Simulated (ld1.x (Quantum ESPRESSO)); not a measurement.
**u(r) = r·R(r): atom against pseudo-atom (Yb)**

Columns: radius, all-electron u(r) and pseudo u(r) of the 6s shell (level -12.10 eV) of ytterbium in the configuration [Kr] 4d10 4f14 5s2 5p6 5d0 6s0.5 6p0; PBEsol, scalar-relativistic, PAW scheme, ld1.x (Quantum ESPRESSO) 7.5.

| r (bohr) | all-electron | pseudo |
| --- | --- | --- |
| 0.182 | 0.1151 | 0.1988 |
| 0.365 | -0.1811 | 0.3581 |
| 0.548 | -0.0256 | 0.4480 |
| 0.730 | 0.2114 | 0.4583 |
| 0.912 | 0.3037 | 0.3980 |
| 1.095 | 0.2613 | 0.2858 |
| 1.277 | 0.1425 | 0.1449 |
| 1.460 | -0.0066 | -0.0072 |
| 1.642 | -0.1552 | -0.1552 |
| 1.825 | -0.2890 | -0.2890 |
| 2.007 | -0.3997 | -0.3997 |
| 2.190 | -0.4866 | -0.4866 |
| 2.372 | -0.5499 | -0.5499 |
| 2.555 | -0.5924 | -0.5924 |
| 2.738 | -0.6169 | -0.6169 |
| 2.920 | -0.6263 | -0.6263 |
| 3.102 | -0.6235 | -0.6235 |
| 3.285 | -0.6111 | -0.6111 |
| 3.468 | -0.5910 | -0.5910 |
| 3.650 | -0.5655 | -0.5655 |
| 3.832 | -0.5361 | -0.5361 |
| 4.015 | -0.5039 | -0.5039 |
| 4.198 | -0.4703 | -0.4703 |
| 4.380 | -0.4363 | -0.4363 |
| 4.562 | -0.4026 | -0.4026 |
| 4.745 | -0.3696 | -0.3696 |

Task: How many radial nodes do the two functions have?

Result: The all-electron 6s function has n − l − 1 = 5 (the table is too coarse to show those close to the nucleus); the pseudo-wave has 1, since 1 lower shell of the same l stays in the valence.

Task: At about which radius was the pseudo-wave matched?

Result: 1.70 bohr, where the columns begin to agree (steps of 0.18 bohr).

Task: Is the pseudo-wave norm-conserving?

Result: No, it belongs to a PAW set: the norm inside the radius is not constrained, and the difference is carried by the augmentation charge.
